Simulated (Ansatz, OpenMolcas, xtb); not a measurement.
How methods differ on Si2NH6Cl (SMILES N[SiH]([SiH3])Cl)

Si2NH6Cl has 10 atoms, charge 0, and is taken as a singlet. As SMILES, `N[SiH]([SiH3])Cl`. Geometry: relaxed at PBE0-D4/def2-TZVP. This is one conformer, not always the lowest.

Quantity: the vertical energy of the triplet above the singlet, in eV. The values are calculated.

```json
{"level": "GFN1-xTB", "kind": "semi-empirical", "program": "xtb", "value (eV)": "4.65", "less CCSD(T)/6-31G*": "-2.07"}
{"level": "revPBE/6-31G* (spherical functions)", "kind": "GGA", "program": "OpenMolcas", "value (eV)": "5.73", "less CCSD(T)/6-31G*": "-0.99"}
{"level": "r2SCAN/6-31G* (spherical functions)", "kind": "meta-GGA", "program": "Ansatz", "value (eV)": "5.98", "less CCSD(T)/6-31G*": "-0.74"}
{"level": "B3LYP/6-31G* (Cartesian functions)", "kind": "global hybrid", "program": "Ansatz", "value (eV)": "6.16", "less CCSD(T)/6-31G*": "-0.56"}
{"level": "HSE06/6-31G* (spherical functions)", "kind": "range-separated hybrid", "program": "Ansatz", "value (eV)": "6.16", "less CCSD(T)/6-31G*": "-0.56"}
{"level": "PBE-QIDH/6-31G* (spherical functions)", "kind": "double hybrid", "program": "Ansatz", "value (eV)": "6.73", "less CCSD(T)/6-31G*": "+0.01"}
{"level": "RPA@PBE/6-31G* (spherical functions)", "kind": "RPA", "program": "Ansatz", "value (eV)": "6.17", "less CCSD(T)/6-31G*": "-0.55"}
{"level": "MP2/6-31G* (spherical functions)", "kind": "perturbation theory", "program": "Ansatz", "value (eV)": "6.99", "less CCSD(T)/6-31G*": "+0.27"}
{"level": "CCSD(T)/6-31G* (spherical functions), open shells restricted", "kind": "coupled cluster or CI", "program": "OpenMolcas", "value (eV)": "6.72", "less CCSD(T)/6-31G*": "0.00"}
```

Differences are taken from CCSD(T)/6-31G* (spherical functions), open shells restricted for orientation; it has basis-set and higher-order errors of its own. The values span 4.65 to 6.99 eV. GFN1-xTB: no spin polarisation, so open shells miss the exchange term that lowers them. A triplet this far above the singlet is often a Rydberg-like or dissociative state; sets without diffuse functions put Rydberg states too high.
